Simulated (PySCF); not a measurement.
C4H3N2, SMILES c1nc[c]cn1, multiplicity 2.

Geometry: PBE-D3(BJ)/def2-SVP. The isomer is the one that the SMILES or the coordinates give; other isomers of the formula were not compared.

Level of theory: M06-2X/def2-TZVP (PySCF).

The molecule is in vacuum.

```json
{
  "total_energy": "-263.61826 hartree",
  "point_group": "C2v",
  "α spin, highest occupied and lowest empty level": "-8.93 and -0.75 eV",
  "β spin, highest occupied and lowest empty level": "-9.07 and -2.12 eV",
  "dipole_moment": "1.41 D",
  "quadrupole, principal values (traceless, Buckingham form, about the centre of nuclear charge)": "-1.71, -1.00, 2.71 D·Å",
  "mean_static_polarisability": "54.4 bohr³ (8.06 Å³)",
  "polarisability_principal_values": "32.8, 64.8, 65.6 bohr³",
  "⟨S²⟩": "0.763 (pure state 0.75)"
}
```
